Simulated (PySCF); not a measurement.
Compound: C₇H₉O (doublet state).
Cartesian coordinates in Å at the GFN2-xTB level; atoms count from 1:
```xyz
17
C7H9O angstrom
C     -0.6115   -2.2222   -0.6560
C     -0.6910   -0.9394    0.0485
C      0.6182   -0.3304    0.2579
C      1.6951    0.1826    0.3810
C      2.9960    0.7869    0.5645
C     -1.4463    0.1700   -0.7507
C     -2.0207    1.2390    0.1406
O     -1.5344    0.1767   -1.9442
H      0.1074   -2.3614   -1.4388
H     -1.3959   -2.9437   -0.5373
H     -1.2048   -1.0501    1.0105
H      3.6900    0.4066   -0.1842
H      3.3827    0.5535    1.5562
H      2.9206    1.8689    0.4589
H     -2.9123    0.8473    0.6282
H     -1.3031    1.5206    0.9073
H     -2.2970    2.1073   -0.4522
```

The hyperfine couplings belong to this conformer and change with its torsions.

The species is `[CH2][C@@H](C#CC)C(C)=O` [radical].

Computed with UKS B3LYP, pcH-1 on C H O, non-relativistic, mean-field spin-orbit, GIAO (PySCF). The structure is a single GFN2-xTB conformer in the gas phase; no vibrational or solvent corrections. GFN2-xTB frequencies show an imaginary mode (30i cm⁻¹), so this geometry is no minimum at that level. The geometry wasn't refined by DFT: couplings that depend on bond lengths, twists or pyramidal angles can differ widely from those at the functional's own minimum. The SCF solution wasn't tested for stability.

Problem. Where do the isotropic ENDOR lines of H9/H10, H11 and H15/H16/H17 fall at 1210.1 mT, to first order?

Solution. For S = 1/2 in fast tumbling each set of equivalent nuclei gives two lines, ν± = |νn ± a/2| to first order, with νn = g_N μN B/h and μN/h = 7.62259 MHz/T.

```
     nuclei  isotope     g_N  νn (MHz)  a_iso (MHz)  lower line (MHz)  upper line (MHz)
     H9/H10       1H  5.5857     51.52       -61.54             20.75             82.29
        H11       1H  5.5857     51.52        29.27             36.89             66.16
H15/H16/H17       1H  5.5857     51.52         0.81             51.12             51.93
```

Problem. Which pairs are centred on the nuclear Larmor frequency, and which on half the coupling?

Solution. Centred on νn, since |a| < 2νn: H9/H10, H11 and H15/H16/H17. No pair has |a| > 2νn.

Class means assume fast exchange of nuclei equivalent by connectivity; if that motion is slow, each nucleus keeps its own coupling.

Hardware: one thread, Arm Neoverse V1 (aarch64), shared host. Cost: 81 s of wall time (with the writing of density and orbital grids), 0.97 GiB resident at most.
